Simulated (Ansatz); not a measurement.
Cartesian coordinates in Å:
```
B -1.6519 0.6516 -1.3068
Se -1.0976 -0.7132 -0.1244
C 0.6233 -0.0916 0.3900
C 1.3992 -0.7486 1.2372
H -0.9354 1.5783 -1.5272
H -2.7291 0.5225 -1.7971
H 0.9178 0.8464 -0.0679
H 2.3751 -0.3590 1.5044
H 1.0987 -1.6862 1.6918
```

The species carries charge 0 and has multiplicity 1.

(1) List the PBE0/def2-TZVPP orbital energies in eV (the Gaussian-basis code of Ansatz). (Estimate.)

Results:

(1) Ansatz gave: Occupied: -12361.91, -1584.71, -1421.73, -1421.69, -1421.69, -279.33, -278.54, -215.13, -185.11, -158.69, -158.54, -158.54, -58.68, -58.63, -58.62, -58.50, -58.49, -22.49, -19.83, -16.10, -14.27, -12.88, -12.21, -10.43, -9.63, -9.38, -8.66, -7.08. Lowest empty: -1.45, -0.18, 0.61, 1.67, 1.99, 2.13, 2.64, 3.25.
